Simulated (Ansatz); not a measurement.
Molecule: sum formula HBOF, net charge 1, singlet state. It need not be the lowest isomer of its formula. 
Geometry from a B3LYP-D3(BJ)/def2-TZVP (Ansatz, a first-principles code) optimisation:
SMILES: [OH+]=BF
```xyz
4

F     -1.2127     0.2744    -0.2794
B     -0.0313    -0.0029    -0.0216
O      1.1394    -0.2201     0.3170
H      1.9559    -0.6944     0.0867
```
Charge +1, spin multiplicity 1.

Basis-set convergence of Hartree-Fock and CCSD correlation energies (hartree) with Ansatz. Cores are frozen in the correlated levels unless marked. No spin-orbit coupling. Non-relativistic.

```tsv
basis	functions	E(HF)	E(corr, CCSD)
aug-cc-pVDZ	78	-199.36761	-0.46319
aug-cc-pVTZ	161	?	?
```

**Question.** Complete the blanks.

**Answer.** 
- aug-cc-pVTZ, E(HF): -199.43597
- aug-cc-pVTZ, E(corr, CCSD): -0.56716
